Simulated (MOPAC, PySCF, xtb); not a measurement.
Torsion C1–O2–Si3–C4 in C2H6OSi (SMILES CO[Si]C); at each angle all else is relaxed with GFN2-xTB, and the levels are single points there.
Geometry at 180° (charge 0, multiplicity 1):
```csv
atom,x (Å),y (Å),z (Å)
C,1.8394,-0.2668,-0.0510
O,0.5982,0.3469,-0.0774
Si,-0.2611,1.0170,1.1618
C,-1.7512,1.5508,0.0891
H,2.6187,0.4373,0.2565
H,2.0657,-0.6289,-1.0558
H,1.8466,-1.1136,0.6421
H,-1.6182,1.3204,-0.9681
H,-1.9239,2.6218,0.1838
H,-2.6611,1.0594,0.4305
```

On the grid 0° to 330°, 270° is the highest and 180° the lowest point at MP2/CBS(cc-pV(T+d)Z, cc-pV(Q+d)Z) + ΔCCSD(T)/cc-pV(D+d)Z.

Rows in STO-3G carry no dispersion term and start afresh at each structure. The state that AM1, PM3 reach isn't checked.

Run with MOPAC for AM1, PM3 (differences of heats of formation); PySCF for STO-3G rows; xtb for the GFN methods. Values without a source in brackets are computed.

Question: One of these levels gives -1.92 kcal/mol for the energy at 270° less that at 180°. Which?
A) PM3
B) HF/STO-3G
C) AM1
D) GFN1-xTB

Answer: D, GFN1-xTB. The others give 8.47 (AM1), 10.23 (PM3), 12.95 (HF/STO-3G)
